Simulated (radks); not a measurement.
These are the eigenvalues of the occupied orbitals of an atom or ion with whole-number occupations (eV). All-electron calculation, scalar-relativistic Kohn-Sham, PBE, spin-polarised, spherical densities, finite nucleus; Fermi nuclear charge, rms radius of each element as measured or else 0.836 A^(1/3) + 0.57 fm. Program: a radial shooting solver on a logarithmic mesh with Libxc functionals.

| orbital | eigenvalue |
|---|---|
| 1s up | -32992.03 |
| 1s down | -32991.96 |
| 2s up | -5105.523 |
| 2s down | -5105.493 |
| 2p up | -4583.557 |
| 2p down | -4583.500 |
| 3s up | -1038.082 |
| 3s down | -1038.023 |
| 3p up | -868.9144 |
| 3p down | -868.8473 |
| 3d up | -615.5295 |
| 3d down | -615.4654 |
| 4s up | -190.1351 |
| 4s down | -189.9943 |
| 4p up | -137.1204 |
| 4p down | -136.9752 |
| 4d up | -59.8465 |
| 4d down | -59.6142 |
| 5s up | -26.8508 |
| 5s down | -25.4246 |
| 5p up | -15.9720 |
| 5p down | -14.4938 |

Which element is it, and in what charge state? The configuration may be excited. Open shells, if any, are filled with parallel spins first.

Answer. Z = 53, iodine, charge +1: I+ in [Kr] 4d10 5s2 5p4. The list shows which subshells hold electrons but not how many an open one holds; the 1s level, -1212.4 hartree, gives Z - s = 49.2 by -(Z - s)^2/2, which with screening and relativity narrows Z to a few neighbours, and the depths of the outer levels then fix element, charge and occupations together.
